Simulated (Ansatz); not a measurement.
The cluster Ge₂O⁺. The state is a doublet with charge 1. Geometry relaxed at PBE0-D4/def2-TZVP.

Cartesian coordinates in Å:
```
Ge 0.983 -1.452 -0.096
Ge -0.984 1.452 0.096
O 0.000 0.000 0.000
```

The relaxation made no stability test and no search for a lower SCF solution. The structure comes from a short search, and lower isomers may exist.

Task: Estimate the harmonic wavenumbers at UKS PBE0-D4/def2-TZVP (Ansatz, unscaled). Is this a minimum?

Result: 137, 190, 331, 568 cm⁻¹. Yes, no mode is imaginary beyond noise. Zero-point energy 7.3 kJ/mol. It took 44 s on 4 threads of Arm Neoverse V2 on a shared host.
